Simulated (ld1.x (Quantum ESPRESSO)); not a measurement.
Which change was made? (Ne, RRKJ)

```
Element                 : Ne (Z = 10)
Generator               : ld1.x (Quantum ESPRESSO) 7.5
Type                    : norm-conserving RRKJ (Kleinman–Bylander form)
Functional              : PBE
Relativity              : scalar-relativistic
Frozen core             : [He]
Valence charge          : 8
Reference configuration : 2s2 2p5 (charge +1)
Partial waves           : 2s (bound): rc 0.70 bohr; 2p (bound): rc 1.20 bohr
Local potential         : all-electron potential smoothed inside 0.70 bohr (lloc = -1)
Core correction         : Bessel-smoothed model core, default radius (core density twice the valence density)
rho0                    : 0.01
```

Cutoffs, loose and tight: the cutoffs (Ry, on a coarse ladder) from which the occupation-weighted sum of valence levels, in a spherical-Bessel basis at the reference potential, stays within 10 and 1 mRy of its value at 400 Ry. They do not see the model core or the augmentation charge, which bear on the density cutoff. Test errors are all-electron minus pseudo excitation energies from the reference, over the configurations 2s2 2p6; 2s2 2p4; 2s2 2p3; 2s1 2p6; 2s2 2p5.5; 2s2 2p2; variants that change the core or the reference have their own tests.

The base gives: outcome: generated; cutoff, loose: 200 Ry; cutoff, tight: 260 Ry; bound ghosts: none; largest test error (meV): +1547.

Task: After one change the result is: outcome: generated; cutoff, loose: 200 Ry; cutoff, tight: 260 Ry; bound ghosts: none; largest test error (meV): +579. Which change was it?
A. local potential the p channel
B. all radii but the core radius scaled by about 1.22 (s 0.86, p 1.46 bohr); local potential all-electron potential smoothed inside 0.86 bohr (lloc = -1)
C. local potential all-electron potential smoothed inside 1.14 bohr (lloc = -1)
D. wave 2p (bound): rc 1.20 bohr becomes 2p (bound): rc 0.98 bohr

Result: D. The others give: all radii but the core radius scaled by about 1.22 (s 0.86, p 1.46 bohr); local potential all-electron potential smoothed inside 0.86 bohr (lloc = -1) → outcome: generated; cutoff, loose: 180 Ry; cutoff, tight: 200 Ry; bound ghosts: none; largest test error (meV): +3668 | local potential all-electron potential smoothed inside 1.14 bohr (lloc = -1) → outcome: generated; cutoff, loose: 200 Ry; cutoff, tight: 260 Ry; bound ghosts: s; largest test error (meV): +1313 | local potential the p channel → outcome: generated; cutoff, loose: 200 Ry; cutoff, tight: 260 Ry; bound ghosts: none; largest test error (meV): +844.
